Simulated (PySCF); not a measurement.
A species of formula C7H10O has this rotational fingerprint, computed with wB97X-D/def2-SVPD in PySCF (dipole) on a GFN2-xTB geometry, gas phase:

```
Rotational constants : A = 4463, B = 1407, C = 1151 MHz
Dipole components    : |μa| = 1.74 D, |μb| = 1.17 D, |μc| = 0.37 D
Inertial defect      : -33.39 u·Å²
κ                    : -0.85
```

Question: Which structure is it? (One computed conformer of each.)
A. `[OH:1][CH2:2][C:3]1=[CH:4][CH2:5][CH2:6][CH:7]=[CH:8]1` with H–O1–C2–C3 -55°, O1–C2–C3–C4 123°, C3–C4–C5–C6 -31°, C4–C5–C6–C7 43°, C5–C6–C7–C8 -31°, C2–C3–C8–C7 -166°
B. `[CH2:1]=[CH:2][CH2:3][C@H:4]([CH:5]=[CH2:6])[CH:7]=[O:8]` with C1–C2–C3–C4 -118°, C2–C3–C4–C5 -65°, C3–C4–C5–C6 131°, C3–C4–C7–O8 7°
C. `[CH:1]#[C:2]/[C:3](=[CH:4]/[CH2:5][CH3:6])[CH2:7][OH:8]` with C3–C4–C5–C6 107°, C2–C3–C7–O8 -88°, C3–C7–O8–H 57°

Answer: A. It is OCC1=CCCC=C1, an asymmetric top, point group C1. The candidates at the same level (rigid rotor, commonest isotopes):

```
           SMILES  A (MHz)  B (MHz)  C (MHz)  μa (D)  μb (D)  μc (D)  Δ (u·Å²)  point group           rotor
   C#C/C(=C/CC)CO     2721     1307    967.0    0.44    1.18    0.12    -49.75           C1  asymmetric top
C=CC[C@H](C=C)C=O     2395     1506    996.1    0.71    2.40    0.86    -39.11           C1  asymmetric top
     OCC1=CCCC=C1     4463     1407     1151    1.74    1.17    0.37    -33.39           C1  asymmetric top
```

`C#C/C(=C/CC)CO` has A 39 % too low; `C=CC[C@H](C=C)C=O` has A 46 % too low. No structure here is proved a minimum.
